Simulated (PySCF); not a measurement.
# Induced dipoles and field energies

C₄H₈O₃S.
Numbering: `[CH3:1][S:2](=[O:3])(=[O:4])[CH:5]1[CH2:6][O:7][CH2:8]1` (hydrogens: H9, H10, H11 on C1; H12 on C5; H13, H14 on C6; H15, H16 on C8)

Geometry (PBE0-D3(BJ)/def2-SVP, Å), atoms numbered from 1 in this order:
```xyz
16
C4H8O3S angstrom
C      1.553    0.401   -0.595
S      0.797    0.775    0.981
O      0.920    2.214    1.195
O      1.309   -0.184    1.956
C     -0.952    0.417    0.797
C     -1.625    0.957   -0.463
O     -1.642   -0.345   -1.044
C     -1.283   -0.948    0.198
H      1.389   -0.650   -0.862
H      2.621    0.587   -0.419
H      1.173    1.080   -1.367
H     -1.361    0.686    1.781
H     -2.640    1.352   -0.278
H     -1.064    1.698   -1.057
H     -0.452   -1.670    0.114
H     -2.135   -1.449    0.690
```

Level: PBE0/def2-SVPD (PySCF); nuclei fixed, core orbitals frozen in the response. Permanent dipole (-1.851, -1.042, -2.422) D (1 au = 2.5417 D). Static polarisability (au):

```
x   79.34  1.64  2.17
y    1.64 74.81 -0.50
z    2.17 -0.50 72.36
```

Only the terms in μ and α are kept: μ(F) = μ + αF and ΔE = −μ·F − ½ F·αF.

Question: A field of 0.001 au (0.051 V/Å) is applied along each axis in both senses. Find the induced dipole, the size of the total dipole and the two energy terms.

Answer: 
```json
{"field along": "+x", "induced x (D)": "0.202", "induced y (D)": "0.004", "induced z (D)": "0.006", "total size (D)": "3.104", "−μ·F (kJ/mol)": "+1.912", "−½F·αF (kJ/mol)": "-0.104"}
{"field along": "−x", "induced x (D)": "-0.202", "induced y (D)": "-0.004", "induced z (D)": "-0.006", "total size (D)": "3.347", "−μ·F (kJ/mol)": "-1.912", "−½F·αF (kJ/mol)": "-0.104"}
{"field along": "+y", "induced x (D)": "0.004", "induced y (D)": "0.190", "induced z (D)": "-0.001", "total size (D)": "3.164", "−μ·F (kJ/mol)": "+1.076", "−½F·αF (kJ/mol)": "-0.098"}
{"field along": "−y", "induced x (D)": "-0.004", "induced y (D)": "-0.190", "induced z (D)": "0.001", "total size (D)": "3.289", "−μ·F (kJ/mol)": "-1.076", "−½F·αF (kJ/mol)": "-0.098"}
{"field along": "+z", "induced x (D)": "0.006", "induced y (D)": "-0.001", "induced z (D)": "0.184", "total size (D)": "3.083", "−μ·F (kJ/mol)": "+2.502", "−½F·αF (kJ/mol)": "-0.095"}
{"field along": "−z", "induced x (D)": "-0.006", "induced y (D)": "0.001", "induced z (D)": "-0.184", "total size (D)": "3.365", "−μ·F (kJ/mol)": "-2.502", "−½F·αF (kJ/mol)": "-0.095"}
```

Question: For the field (-0.0002, 0.0004, -0.0010) au, what is the induced dipole, and what angle does it make with the field?

Answer: αF = (-0.044, 0.076, -0.186) D, at 2.0° to the field. The polarisability along this direction, F·αF/F², is 73.76 au, against a mean of 75.50 au.

Question: At what field along the permanent dipole would the induced dipole along it equal the permanent one, in this linear picture?

Answer: The polarisability along the dipole is 77.16 au, so F = 1.2674 au / 77.16 au = 0.0164 au = 0.84 V/Å; higher-order terms are ignored.

Question: What field makes μF equal to kT at 298 K?

Answer: kT = 0.9437 × 10⁻³ Eh, so F = 0.000745 au = 3.83 MV/cm.

Question: Induction energy −ᾱe²/2R⁴ of a unit charge at 10 Å, the molecule taken as a point?

Answer: R = 18.90 bohr, so the energy is −75.5/(2 × 18.90⁴) Eh = -0.777 kJ/mol. The charge–dipole term at its most favourable orientation, −μe/R², is -9.32 kJ/mol.

The structure is a single PBE0-D3(BJ)/def2-SVP conformer in the gas phase; no vibrational or solvent corrections.
